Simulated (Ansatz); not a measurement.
A structure relaxed at PBE-D4/def2-SVP in Ansatz, charge 1, doublet:

```xyz
17

Cd    1.394   -3.165   -2.281
Cd   -0.769   -2.247   -0.540
Cd   -0.452    0.645   -3.279
Cd   -2.575    0.060    1.246
Cd    3.509   -0.296    0.649
Cd   -0.105    1.292    2.697
Cd   -0.459   -2.116    2.204
Cd    2.191   -0.166   -1.815
Cd   -0.167    2.133    0.103
O     1.185   -0.530    1.265
O    -2.664   -0.880   -0.832
O     2.106    2.090   -0.719
O    -1.550   -0.381    3.005
O     2.840    2.066    0.356
O    -2.661    0.362   -1.512
O    -2.377    1.379   -0.563
O     0.554   -0.246    0.015
```

(1) Give its formula.

(2) Summarise the bond lengths by kind (pairs closer than 1.2 times the sum of covalent radii, bridged metal pairs left out).

Results:

(1) the cluster Cd₉O₈⁺ (the lowest doublet isomer of a short search).

(2) 15 × Cd–O 2.08 to 2.51 Å; 6 × Cd–Cd 2.73 to 3.14 Å; 4 × O–O 1.30 to 1.43 Å.

In the def2 sets Cd takes a core potential; there is no spin–orbit coupling. The structure holds 4 bonds between oxygen atoms, so isomers without such links may lie far lower. The structure comes from a short search, and lower isomers may exist.
